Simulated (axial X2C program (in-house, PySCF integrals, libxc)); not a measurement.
# Spin–orbit effects along a row: molecules with P (ions), HF

All values come from calculations with an axial X2C code built on PySCF integrals, spin-free (one-electron X2C) or two-component (2c: spin–orbit coupling with atomic mean-field Coulomb and Gaunt terms, which also bring small scalar terms), in Dyall basis sets with cores contracted in-house; open shells are unrestricted.

Basis sets: Mo dyall-acv3z, P dyall-av3z, Rb dyall-acv3z, Sb dyall-acv3z, Sr dyall-acv3z, Zr dyall-acv3z.

```json
{"molecule": "RbP⁻", "spin-free state": "M_S = 3/2, Λ = 0", "Re (Å)": "3.419", "ωe (cm⁻¹)": "135.1", "De (eV)": "n/a", "2c state": "Ω = 3/2", "Re 2c (Å)": "3.419", "ωe 2c (cm⁻¹)": "135.0", "De 2c (eV)": "n/a"}
{"molecule": "SrP⁻", "spin-free state": "M_S = 1, Λ = 1", "Re (Å)": "3.026", "ωe (cm⁻¹)": "176.1", "De (eV)": "n/a", "2c state": "Ω = 2", "Re 2c (Å)": "3.024", "ωe 2c (cm⁻¹)": "176.2", "De 2c (eV)": "n/a"}
{"molecule": "ZrP⁻", "spin-free state": "M_S = 0, Λ = 0", "Re (Å)": "2.195", "ωe (cm⁻¹)": "566.7", "De (eV)": "n/a", "2c state": "Ω = 0", "Re 2c (Å)": "2.195", "ωe 2c (cm⁻¹)": "566.7", "De 2c (eV)": "n/a"}
{"molecule": "MoP⁻", "spin-free state": "M_S = 2, Λ = 1", "Re (Å)": "2.426", "ωe (cm⁻¹)": "272.2", "De (eV)": "0.74", "2c state": "Ω = 1", "Re 2c (Å)": "2.423", "ωe 2c (cm⁻¹)": "273.8", "De 2c (eV)": "0.76"}
{"molecule": "SbP⁻", "spin-free state": "M_S = 1/2, Λ = 1", "Re (Å)": "2.374", "ωe (cm⁻¹)": "336.6", "De (eV)": "1.19", "2c state": "Ω = 1/2", "Re 2c (Å)": "2.379", "ωe 2c (cm⁻¹)": "335.0", "De 2c (eV)": "n/a"}
```

Task: Work out the shifts from the spin-free to the two-component result.

Result: 

```csv
molecule,2c state,ΔRe (Å),Δωe (cm⁻¹),ΔDe (eV)
RbP⁻,Ω = 3/2,0.000,-0.1,n/a
SrP⁻,Ω = 2,-0.002,0.1,n/a
ZrP⁻,Ω = 0,0.000,0.0,n/a
MoP⁻,Ω = 1,-0.003,1.6,0.02
SbP⁻,Ω = 1/2,0.005,-1.6,n/a
```

Shifts of one unit in the last digit are rounding.

Fragments in 2c: Rb- + P, Sr- + P, Zr- + P, Mo- + P, Sb- + P. Each entry is the lowest single determinant of a limited PBE0 search at one distance. De goes to single-determinant-based atoms at the same level (for ions the charge split of lowest energy) and is withheld (n/a) where an atom does not fit its ground term or J level. Main or longest-lived isotopes. One determinant is a doubtful description, or other states lie close, for RbP⁻, SrP⁻, ZrP⁻, MoP⁻, SbP⁻; these need not be ground states, and all values refer to the states named. Some open-shell Ω = 0 determinants are out of reach, so the Ω given for SrP⁻, MoP⁻ need not be the lowest component. With several unpaired electrons the Ω given is that of one determinant, not necessarily of the lowest component.
